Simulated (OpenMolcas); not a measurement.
Ni2+ (d8) in a complex was computed by CASSCF with the d shell active (OpenMolcas, ANO-RCC-VTZP on the metal). Its lowest spin-free states, and all those of the highest spin:

```csv
2S+1,Degeneracy,E (cm-1)
3,1,0.0
3,3,6807
3,3,11818
1,2,18780
1,3,24631
3,3,27942
1,1,29457
1,3,31675
1,2,35761
1,3,36487
1,1,70318
```

Is the site octahedral, tetrahedral or cube-like, axial, or of lower symmetry?

The states with 2S+1 = 3 have orbital degeneracies 1, 3, 3, 3. Threefold states need a cubic site. For d8 at this spin an octahedron puts the single A2 below the threefold T2 and a tetrahedron or cube puts the threefold T1 below the threefold T2, so the site is octahedral. The first gap at this spin, 6810 cm-1, is |10Dq| in ligand-field theory. The run had Ni2+ with 6 ligands (water) in octahedral coordination (Th) at 2.05 Å. Ligand basis ANO-RCC-VDZP.

Without dynamic correlation the repulsion within the d shell is too large (B by tens of per cent), so at a given field states of lower spin stand too high. Ligand-to-metal charge-transfer states are missing. With no ligand orbital active B as a rule stays too high, so bands that hang on it stand too high and its fall with covalency is understated. With metal d orbitals alone and no dynamic correlation the field as a rule comes out too small, by tens of per cent, by up to half for chloride and softer ligands, and the orbital part of g and χT, which goes as 1/10Dq, too large. No measured value stands beside these numbers; the geometry was imposed, not optimised, and the real ion may take another.
